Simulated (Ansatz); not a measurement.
Cu2I3. The state is a doublet with charge 0. Geometry B3LYP-D4/def2-SVP.

```xyz
5

Cu   -0.1706   -0.5834   -1.7968
Cu    0.2446    0.3931    0.5074
I     1.4375    1.3075   -1.6828
I    -0.0612    0.5596    2.9413
I    -1.4503   -1.6769    0.0309
```

In the def2 sets I takes a core potential, while STO-3G treats all electrons; there is no spin–orbit coupling. At HF/STO-3G the charge 0 doublet is spin-contaminated (final ⟨S²⟩ up to 3.69, 0.75 for a pure state). Another isomer (doublet) lies 0.06 eV lower at PBE0-D4/def2-TZVP; other spin states weren't run for this one.

**Question.** Estimate the α-spin orbital energies around the gap (eV) in Ansatz with HF/STO-3G, LDA (SPW92)/def2-TZVP, PBE-D4/def2-SVP, PBE-D4/def2-TZVP, PBE0-D4/def2-SVP.

**Answer.** 
| orbital | HF/STO-3G | LDA (SPW92)/def2-TZVP | PBE-D4/def2-SVP | PBE-D4/def2-TZVP | PBE0-D4/def2-SVP |
| --- | --- | --- | --- | --- | --- |
| HOMO−9 | -14.18 | -7.60 | -7.06 | -7.36 | -8.97 |
| HOMO−8 | -12.03 | -7.53 | -6.97 | -7.29 | -8.92 |
| HOMO−7 | -11.19 | -7.47 | -6.92 | -7.22 | -8.65 |
| HOMO−6 | -10.44 | -7.24 | -6.59 | -6.96 | -8.35 |
| HOMO−5 | -9.57 | -7.14 | -6.55 | -6.89 | -8.11 |
| HOMO−4 | -9.54 | -6.94 | -6.47 | -6.72 | -7.84 |
| HOMO−3 | -9.03 | -6.58 | -6.12 | -6.36 | -7.51 |
| HOMO−2 | -8.33 | -6.52 | -6.05 | -6.29 | -7.50 |
| HOMO−1 | -8.10 | -6.49 | -6.05 | -6.28 | -7.47 |
| HOMO | -7.69 | -6.38 | -5.99 | -6.20 | -7.39 |
| LUMO | 2.95 | -3.05 | -2.57 | -2.79 | -1.62 |
| LUMO+1 | 3.17 | -2.12 | -1.54 | -1.84 | -0.72 |
| LUMO+2 | 4.02 | -0.80 | 0.02 | -0.53 | 0.95 |
| LUMO+3 | 4.91 | -0.32 | 0.22 | -0.09 | 0.98 |
| LUMO+4 | 5.27 | 0.14 | 0.87 | 0.39 | 1.50 |
| LUMO+5 | 8.15 | 0.67 | 1.61 | 0.82 | 2.50 |
| β HOMO | -4.25 | -6.37 | -5.93 | -6.17 | -7.27 |
| β LUMO | 1.97 | -6.03 | -5.53 | -5.73 | -5.16 |
